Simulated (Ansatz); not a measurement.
`N[SiH2]F` and `N[SiH](F)[O][SnH3]` differ in one atom or group.

Ansatz, PBE0-D4/def2-TZVP geometries, multiplicity 1. Each molecule was computed in one conformer, which needn't be the lowest.

Elements past krypton have def2 core potentials.

| property | `N[SiH2]F` |
| --- | --- |
| HOMO energy (ωB97M-V/def2-TZVPP) / eV | -10.59 |
| HOMO energy (B3LYP/def2-TZVPP) / eV | -7.89 |
| LUMO energy (PBE/def2-TZVPP) / eV | -0.26 |
| HOMO–LUMO gap (B3LYP/def2-TZVPP) / eV | 8.13 |
| size of the dipole moment (PBE/def2-TZVPP) / D | 1.98 |
| size of the dipole moment (B3LYP/def2-TZVPP) / D | 1.97 |

**Question.** Give the same properties after the change, and the shifts. (Best estimate.)

**Answer.** Computed: 
```tsv
property	`N[SiH](F)[O][SnH3]`	shift
HOMO energy (ωB97M-V/def2-TZVPP) / eV	-10.20	0.39
HOMO energy (B3LYP/def2-TZVPP) / eV	-7.56	0.33
LUMO energy (PBE/def2-TZVPP) / eV	-1.31	-1.05
HOMO–LUMO gap (B3LYP/def2-TZVPP) / eV	6.79	-1.34
size of the dipole moment (PBE/def2-TZVPP) / D	2.68	0.70
size of the dipole moment (B3LYP/def2-TZVPP) / D	2.75	0.78
```

With PBE0 the HOMO rises by 0.34 eV and the LUMO falls by 1.08 eV, so the gap narrows by about 1.42 eV. PBE moves the HOMO by 0.31 eV and ωB97M-V by 0.39 eV. Dipoles are sizes alone; their direction can turn.

B3LYP here is the variant with VWN-RPA as its local correlation; programs differ in this.
